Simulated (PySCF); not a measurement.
C2HAlN2O2. Atoms are numbered in the order given.

```xyz
8

Al     0.0000     0.0000     1.1440
H      0.0000     0.0000     2.7083
N      0.0000     1.5126     0.2269
C      0.0000     2.5402    -0.3968
O      0.0000     3.5389    -0.9997
N      0.0000    -1.5126     0.2269
C      0.0000    -2.5402    -0.3968
O      0.0000    -3.5389    -0.9997
```

Geometry optimised at PBE0-D3(BJ)/def2-SVP. The structure was generated by enumeration; whether it is a known compound was not checked. The values are those of a single conformer.

All values below come from B3LYP/pcSseg-1 (PySCF).

GIAO shieldings, no solvent; atoms alike by connectivity are averaged. δ = σ(ref) − σ: ¹H against TMS (σ = 31.68 ppm); ¹⁵N against NH3 (σ = 265.5 ppm); ¹³C against TMS (σ = 181.3 ppm); ¹⁷O against H2O (σ = 333.8 ppm), references at their B3LYP-D3(BJ)/def2-TZVP geometries, non-relativistic.

| nucleus | atoms | count | δ (ppm) |
|---|---|---|---|
| ¹H | H2 | 1 | 4.10 |
| ¹⁵N | N3, N6 | 2 | 60.2 |
| ¹³C | C4, C7 | 2 | 128.0 |
| ¹⁷O | O5, O8 | 2 | 140.8 |
